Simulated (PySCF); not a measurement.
Isomers of C5H13O2P, one conformer each; single-point electronic energies without zero-point terms and without any empirical dispersion term.

Level: PBE0/pcSseg-1 in PySCF, non-relativistic, each on one gas-phase PBE0-D3(BJ)/def2-SVP geometry that isn't relaxed in the solvent. The solvent is an IEF-PCM continuum (cavity from Bondi-type radii × 1.2). Only the electrostatic response of the medium enters.

```
                    isomer  relative energy, gas (kcal/mol)  dipole (D)
      `CC(C)C[P@](C)(=O)O`                              0.0        2.62
`CC[C@@H](C)[P@@](C)(=O)O`                              1.3        2.67
```

Q: How do the relative energies look in cyclohexane (ε = 2.017)?

A: 
| isomer | relative energy, solvent (kcal/mol) | E(solvent) − E(gas) (kcal/mol) | dipole in solvent (D) |
| --- | --- | --- | --- |
| `CC(C)C[P@](C)(=O)O` | 0.0 | -4.1 | 2.98 |
| `CC[C@@H](C)[P@@](C)(=O)O` | 1.5 | -3.9 | 3.03 |

The order is unchanged. Conformers: `[CH3:1][CH:2]([CH3:3])[CH2:4][P@:5]([CH3:6])(=[O:7])[OH:8]` with C1–C2–C4–P5 -170°, C2–C4–P5–C6 66°, C4–P5–O8–H 128°; `[CH3:1][CH2:2][C@@H:3]([CH3:4])[P@@:5]([CH3:6])(=[O:7])[OH:8]` with C1–C2–C3–C4 165°, C2–C3–P5–C6 -72°, C3–P5–O8–H -119°. `CC(C)C[P@](C)(=O)O` gains most from the continuum, while `CC[C@@H](C)[P@@](C)(=O)O` has the largest gas-phase dipole. The gains span 0.2 kcal/mol, the gas-phase energies 1.3 kcal/mol.
